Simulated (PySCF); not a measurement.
Radial density of Hf⁶⁴⁺ (hafnium, charge +64)

UHF, [He] 2s2 2p4, high-spin 3P determinant. Computed with PySCF 2.14 in an uncontracted even-tempered set (17 s from 40 bohr⁻², ratio 2.2; 10 p from 52 bohr⁻², ratio 2.2; 5 d from 210 bohr⁻², ratio 2.4; 5 f from 310 bohr⁻², ratio 2.4; 4 g from 470 bohr⁻², ratio 2.4), with no relativity, point nucleus.

```json
{"r (bohr)": "0.000369", "4πr²ρ (e/bohr)": "0.4251", "4πr²(ρα − ρβ)": "0.0000"}
{"r (bohr)": "0.000621", "4πr²ρ (e/bohr)": "1.160", "4πr²(ρα − ρβ)": "0.0000"}
{"r (bohr)": "0.00104", "4πr²ρ (e/bohr)": "3.087", "4πr²(ρα − ρβ)": "0.0001"}
{"r (bohr)": "0.00176", "4πr²ρ (e/bohr)": "7.883", "4πr²(ρα − ρβ)": "0.0011"}
{"r (bohr)": "0.00296", "4πr²ρ (e/bohr)": "18.77", "4πr²(ρα − ρβ)": "0.0084"}
{"r (bohr)": "0.00497", "4πr²ρ (e/bohr)": "39.72", "4πr²(ρα − ρβ)": "0.0588"}
{"r (bohr)": "0.00836", "4πr²ρ (e/bohr)": "69.08", "4πr²(ρα − ρβ)": "0.3692"}
{"r (bohr)": "0.0141", "4πr²ρ (e/bohr)": "87.35", "4πr²(ρα − ρβ)": "1.9730"}
{"r (bohr)": "0.0237", "4πr²ρ (e/bohr)": "72.32", "4πr²(ρα − ρβ)": "8.0315"}
{"r (bohr)": "0.0398", "4πr²ρ (e/bohr)": "62.61", "4πr²(ρα − ρβ)": "20.8510"}
{"r (bohr)": "0.0669", "4πr²ρ (e/bohr)": "77.12", "4πr²(ρα − ρβ)": "25.5953"}
{"r (bohr)": "0.113", "4πr²ρ (e/bohr)": "32.39", "4πr²(ρα − ρβ)": "8.9650"}
{"r (bohr)": "0.189", "4πr²ρ (e/bohr)": "1.565", "4πr²(ρα − ρβ)": "0.3830"}
{"r (bohr)": "0.319", "4πr²ρ (e/bohr)": "0.002657", "4πr²(ρα − ρβ)": "0.0006"}
```

A non-relativistic calculation at this Z misses sizeable relativistic shifts. Spin-orbit coupling is strong in this species (close to jj coupling), so the high-spin LS determinant is a model state, not a physical level.
